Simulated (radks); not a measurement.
Radial electron density D(r) = 4 pi r^2 rho(r) of an atom or ion with 28 electrons. Calculated with a radial shooting solver on a logarithmic mesh with Libxc functionals: non-relativistic Kohn-Sham, r2SCAN, spin-polarised, spherical densities, point nucleus; meta-GGA in the generalised Kohn-Sham scheme.

r (bohr),D(r) (e/bohr)
0.004042,3.561
0.005097,5.294
0.006479,7.832
0.008171,11.18
0.01039,15.69
0.0131,21.00
0.01665,27.10
0.021,32.80
0.0267,37.23
0.03367,38.89
0.04246,37.47
0.05398,33.95
0.06808,31.53
0.08654,33.28
0.1091,39.23
0.1387,44.89
0.175,43.58
0.2224,34.31
0.2805,25.03
0.3566,23.27
0.4497,27.38
0.5717,28.21
0.721,21.86
0.9093,12.64
1.156,5.333
1.458,1.752
1.853,0.4039
2.337,0.06559

What is the nuclear charge?

Answer. Z = 32. The innermost maximum, from 1s, lies near 1/Z = 0.0312 bohr (found: 0.0339), and its height grows with Z. The density is that of the germanium ion Ge4+ in [Ar] 3d10; the configuration itself is not fixed sharply by these data, and Z only to about a unit. D(r) has 3 maxima, at r = 0.0339, 0.150, 0.524 bohr, and minima at 0.0709, 0.329 bohr, inside which lie 2.09, 11.00 electrons.
